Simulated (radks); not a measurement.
All-electron atom: La+ in [Xe] 5d2 (the NIST ground configuration).

Method: Dirac Kohn-Sham, PBE, spin-unpolarised, spherical densities, point nucleus; open shells fill j = l - 1/2 first; computed with a radial shooting solver on a logarithmic mesh with Libxc functionals.

Energy parts (eV):
total: -231223.14
kinetic: 247464.53
electron-nucleus: -562358.55
Hartree: 89218.13
exchange-correlation: -5547.25

Orbitals (lengths in bohr, moments of r in powers of bohr; <r^-3> diverges for s and p1/2):
orbital  occ.  eigenvalue (eV)  <r^-3>      <r>   <1/r>  small-component weight
1s1/2       2        -38723.44       -  0.02507   62.03                4.44e-02
2s1/2       2        -6164.811       -   0.1070   14.59                9.62e-03
2p1/2       2        -5813.968       -  0.08991   14.57                9.65e-03
2p3/2       4        -5400.830    6682  0.09601   13.25                9.09e-03
3s1/2       2        -1321.414       -   0.2848   5.254                2.93e-03
3p1/2       2        -1173.569       -   0.2747   5.166                2.87e-03
3p3/2       4        -1093.050    1336   0.2867   4.837                2.71e-03
3d3/2       4        -834.2210   218.0   0.2577   4.700                2.59e-03
3d5/2       6        -816.9965   198.9   0.2615   4.616                2.55e-03
4s1/2       2        -269.7368       -   0.6542   2.171                8.95e-04
4p1/2       2        -215.3433       -   0.6746   2.067                8.30e-04
4p3/2       4        -198.2160   285.2   0.7015   1.960                7.81e-04
4d3/2       4        -109.0737   38.39   0.7620   1.741                6.40e-04
4d5/2       6        -106.0999   34.73   0.7716   1.715                6.27e-04
5s1/2       2         -42.5611       -    1.564  0.8494                1.97e-04
5p1/2       2         -27.9304       -    1.761  0.7471                1.56e-04
5p3/2       4         -25.4688   40.61    1.843  0.7089                1.43e-04
5d3/2       2          -7.2217   2.526    2.873  0.4537                6.04e-05
5d5/2       0          -7.0306   2.246    2.926  0.4450                5.82e-05

The highest occupied level is 5d3/2 at -7.222 eV. The density falls to 0.001 e/bohr^3 at r = 4.40 bohr.
